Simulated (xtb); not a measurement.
xtb input:

```bash
xtb mol.xyz --gfn 1 --sp --chrg 0 --uhf 0
```
mol.xyz:
```
4

B     -0.00263190     0.63290309    -0.00919232
F     -0.00808274     1.94368664    -0.02823022
Br    -1.66875119    -0.30099718     0.07708137
Br     1.67120559    -0.28922268    -0.06850898
```

Task: Which total energy does the run end on?

Result: -14.41090 Eh (GFN1-xTB).
